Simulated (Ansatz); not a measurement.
BeH2O (SMILES [BeH][OH]) moved off its minimum; all values from Ansatz (an electronic-structure program), cores frozen in correlated methods.
(charge 0, multiplicity 1)
```xyz
4

Be    -0.7112    -0.3694     0.1052
H     -1.9237    -0.9500     0.0589
O      0.5025     0.2460     0.0006
H      1.0440     0.8139     0.4232
```

Forces at MP2/aug-cc-pVTZ (eV/Å):

```json
[
 {"atom": "Be1", "Fx": "-1.868", "Fy": "-0.879", "Fz": "-0.080"},
 {"atom": "H2", "Fx": "0.228", "Fy": "0.053", "Fz": "0.079"},
 {"atom": "O3", "Fx": "-0.952", "Fy": "-1.780", "Fz": "-1.862"},
 {"atom": "H4", "Fx": "2.592", "Fy": "2.606", "Fz": "1.863"}
]
```

### Question
Give the forces (eV/Å), the total energy and the dipole at CCSD(T)/aug-cc-pVTZ.

### Answer

```tsv
atom	Fx	Fy	Fz
Be1	-1.731	-0.811	-0.081
H2	0.170	0.027	0.077
O3	-0.995	-1.790	-1.842
H4	2.555	2.574	1.845
```
Energy -91.0724 hartree, dipole 1.60 D.
